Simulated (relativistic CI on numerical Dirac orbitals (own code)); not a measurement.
## Tb²⁴⁺: q coefficients and field-shift factors

These numbers are calculated, not measured: Dirac-Coulomb-Breit CI, KLI orbitals optimised for each configuration, derivatives by finite differences, unscaled Slater integrals, QED left out (own radial code, finite nucleus).

Configurations in the expansion (outside the closed core [Ar] 3d10): 4s2 4p6 4d5, 4s2 4p5 4d6, 4s2 4p4 4d7, 4s 4p6 4d6, 4p6 4d7, 4s2 4p6 4d4 5s, 4s 4p5 4d7, 4s2 4p6 4d3 5s2. Levels of other configurations are missing.

With x = (α/α₀)² − 1 an excitation energy changes as ω = ω₀ + qx; K = 2q/ω₀ is the relative enhancement. Terms are leading LS components, so labels can repeat. The field-shift factor is F = δν/δ⟨r²⟩ for the transition from the lowest level.

Lowest level 4s2 4p6 4d5 6S_5/2.

```csv
Level,ω₀ (cm⁻¹),q (cm⁻¹),K,F (GHz/fm²)
4s2 4p6 4d5 6S_5/2,47945.8,24490,1.02,0.548
4s2 4p6 4d5 4D_3/2,78961.2,38170,0.967,0.613
4s2 4p6 4d5 4G_7/2,79084.1,36660,0.927,0.818
4s2 4p6 4d5 4G_11/2,86660.1,39460,0.911,1.08
4s2 4p6 4d5 4G_9/2,93662.2,45250,0.966,1.1
4s2 4p6 4d5 4D_5/2,93913.4,55450,1.18,1.05
4s2 4p6 4d5 4P_1/2,96506.8,52870,1.1,0.842
4s2 4p6 4d5 2F_7/2,113297.7,45610,0.805,0.845
4s2 4p6 4d5 2D_5/2,121125.9,78210,1.29,1.48
4s2 4p6 4d5 2D_3/2,134385.6,63400,0.944,1.38
4s2 4p6 4d5 4D_7/2,135443.1,92280,1.36,1.64
4s2 4p6 4d5 2I_11/2,142694.9,94320,1.32,2.14
4s2 4p6 4d5 4D_1/2,144790.2,105000,1.45,1.81
```

At this charge energies of transitions that change n are usually good to better than 1 %, and those within a shell (Δn = 0) to a few per cent. Terms inside the open d or f shell come out 10 to 20 % too wide with unscaled integrals.
